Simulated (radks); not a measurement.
Initial-state core-level shifts of neutral rubidium when its valence configuration changes from [Kr] 5s1. Method: scalar-relativistic Kohn-Sham, PBE, spin-unpolarised, spherical densities, point nucleus; computed with a radial shooting solver on a logarithmic mesh with Libxc functionals. Shifts are changes of the shell-averaged eigenvalues in eV (positive: less bound).

valence          2s      3s      3p      4p
4d1          -1.280  -1.276  -1.275  -1.216
5p1          -1.455  -1.456  -1.455  -1.411
4d0.5 5s0.5  -0.786  -0.784  -0.783  -0.754
4d0.5 5p0.5  -1.301  -1.300  -1.299  -1.249
